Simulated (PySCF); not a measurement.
Niobium: highly charged ions in a basis for the neutral atom

Nb⁷⁺ [Ar] 3d10 4s2 4p4, Nb⁸⁺ [Ar] 3d10 4s2 4p3. All numbers are calculated (PySCF 2.14, scalar relativity through the core potential, in cc-pVDZ-PP with ECP28MDF (4s4p3d1f, 38 functions)). No spin-orbit coupling, so a gap to NIST mixes the basis error with missing relativistic terms.

Changed run: basis of the neutral atom used for a highly charged ion. This setting is unsound on purpose.

```json
{"species": "Nb⁷⁺", "method": "UHF", "sound run (hartree)": "not run", "changed run (hartree)": "-43.26157", "converged": "yes"}
{"species": "Nb⁷⁺", "method": "BP86", "sound run (hartree)": "not run", "changed run (hartree)": "-43.52159", "converged": "yes"}
{"species": "Nb⁷⁺", "method": "PBE", "sound run (hartree)": "not run", "changed run (hartree)": "-43.48182", "converged": "yes"}
{"species": "Nb⁸⁺", "method": "UHF", "sound run (hartree)": "not run", "changed run (hartree)": "-38.25998", "converged": "yes"}
{"species": "Nb⁸⁺", "method": "BP86", "sound run (hartree)": "not run", "changed run (hartree)": "-38.45689", "converged": "yes"}
{"species": "Nb⁸⁺", "method": "PBE", "sound run (hartree)": "not run", "changed run (hartree)": "-38.42671", "converged": "yes"}
```

Ionisation energy of Nb⁷⁺:

| method | changed run (eV) | NIST (eV) |
| --- | --- | --- |
| UHF | 136.10 | 136 ± 2.1 |
| BP86 | 137.82 | 136 ± 2.1 |
| PBE | 137.56 | 136 ± 2.1 |

The contracted functions were made for the neutral atom and can be too rigid for a highly charged ion.
